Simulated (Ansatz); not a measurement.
Question: Name a neutral molecule of C, O, Sn and H with LUMO energy (PBE/def2-TZVPP) between -0.75 and -0.45 eV and HOMO energy (ωB97M-V/def2-TZVPP) between -9.60 and -9.30 eV (Ansatz, PBE0-D4/def2-TZVP geometry).

Answer: `O[CH2][SnH3]` (-0.61 eV, -9.35 eV). Other molecules can fit too; these were computed, each in one conformer that needn't be the lowest.
